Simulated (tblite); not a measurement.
Compound: 4-isopropylpyridine, C8H11N.
Geometry (GFN2-xTB, Å), atoms numbered from 1 in this order:
```
atom  x, y, z in Å
C1    -1.746   -0.420    1.243
C2    -1.009   -0.692   -0.070
C3    -1.782   -0.113   -1.257
C4     0.387   -0.127   -0.021
C5     0.625    1.234    0.141
C6     1.932    1.689    0.177
N7     2.986    0.898    0.065
C8     2.766   -0.396   -0.090
C9     1.499   -0.955   -0.138
H10   -1.184   -0.820    2.084
H11   -1.882    0.648    1.397
H12   -2.727   -0.890    1.227
H13   -0.934   -1.777   -0.204
H14   -1.914    0.960   -1.145
H15   -2.765   -0.574   -1.325
H16   -1.247   -0.299   -2.186
H17   -0.190    1.935    0.239
H18    2.152    2.741    0.303
H19    3.650   -1.013   -0.177
H20    1.379   -2.020   -0.266
```

Computed values, GFN2-xTB/tblite, gas phase, harmonic and unscaled. The method is semi-empirical: single wavenumbers can be off by several per cent or more. One conformer, not necessarily the lowest.

Harmonic wavenumbers (cm⁻¹): 38.8, 115.9, 196.6, 203.9, 234.0, 294.9, 300.2, 335.5, 460.9, 543.1, 547.8, 631.1, 709.1, 777.2, 798.0, 886.7, 914.7, 925.0, 941.4, 947.8, 986.4, 1008.0, 1077.0, 1106.1, 1122.3, 1135.5, 1166.9, 1209.8, 1228.6, 1270.5, 1286.2, 1311.0, 1332.6, 1390.6, 1404.8, 1419.6, 1475.4, 1493.6, 1495.6, 1503.7, 1506.4, 1564.6, 1588.7, 2929.7, 3029.0, 3032.6, 3033.6, 3035.5, 3041.6, 3044.2, 3053.0, 3053.4, 3077.2, 3087.3.

A = 3499, B = 1098, C = 1018 MHz; mass 121.089 u (most abundant isotopes); point group Cs, symmetry number 1.

Task: What is the zero-point energy?

Result: Half the sum of the wavenumbers: 37152 cm⁻¹ = 106.22 kcal/mol.

Task: Entropy at 400 K, 1 bar (ideal gas, RRHO, classical rotation)?

Result: Translation 41.77, rotation 29.67, vibration 32.70: S = 104.2 cal/(mol K).

Task: And Cp and H(400 K) − H(0)?

Result: Cp = 46.25 cal/(mol K), of which vibrations give 38.30 (their classical limit is 54 R = 107.3); H(400 K) − H(0) = 10.32 kcal/mol without the zero-point energy, 7.14 from vibrations.

Task: Which modes carry the vibrational entropy at 400 K?

Result: 38.8 cm⁻¹: 5.90; 115.9 cm⁻¹: 3.74; 196.6 cm⁻¹: 2.72; 203.9 cm⁻¹: 2.65; 234.0 cm⁻¹: 2.39; 294.9 cm⁻¹: 1.96 cal/(mol K); the other 48 give 13.35 together.

Task: How do the functions run with temperature in this model?

Result: 
```tsv
T (K)	S (cal/(mol K))	Cp (cal/(mol K))	H − H(0) (kcal/mol)	G − H(0) (kcal/mol)	ln q(vib)
50	57.2	11.2	0.47	-2.39	0.44
100	66.4	16.0	1.15	-5.50	1.25
298.15	92.2	35.3	6.16	-21.34	5.24
373.15	101.0	43.4	9.11	-28.59	6.88
500	115.5	55.9	15.44	-42.33	9.76
750	141.8	73.5	31.78	-74.57	15.56
1000	164.6	84.9	51.67	-112.94	21.21
```

q(vib) and H(0) count from the zero-point level.

Hindered rotation and anharmonicity are outside this model. Other conformers, if any are populated, would add a mixing term that is left out.
